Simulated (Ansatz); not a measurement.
Results of the Gaussian-basis code of Ansatz.

A structure relaxed at PBE0-D4/def2-TZVP, charge 0, multiplicity 1:

```tsv
atom	x (Å)	y (Å)	z (Å)
C1	2.1662	0.0401	0.0485
B2	0.9968	0.6290	0.8839
F3	1.2390	1.4249	1.9184
O4	-0.3535	0.4485	0.6619
C5	-0.8954	-0.4865	-0.1653
C6	-2.2954	-0.1230	-0.5386
O7	-0.3152	-1.4735	-0.5067
H8	2.3786	-0.9738	0.4036
H9	3.0732	0.6350	0.1663
H10	1.9213	-0.0632	-1.0092
H11	-2.8939	-0.0023	0.3664
H12	-2.2995	0.8392	-1.0551
H13	-2.7222	-0.8944	-1.1742
```

**Question.** Give its formula and SMILES.

**Answer.** C3H6BFO2, `CB(F)OC(C)=O`.

**Question.** Point group (tolerance 0.08 Å, 0.16 Å for H)?

**Answer.** C1.

**Question.** Summarise the bond lengths by kind.

**Answer.** 1 × B–C 1.553 Å; 6 × C–H 1.087 to 1.095 Å; 1 × B–F 1.327 Å; 1 × B–O 1.380 Å; 2 × C–O 1.195 to 1.361 Å; 1 × C–C 1.494 Å.
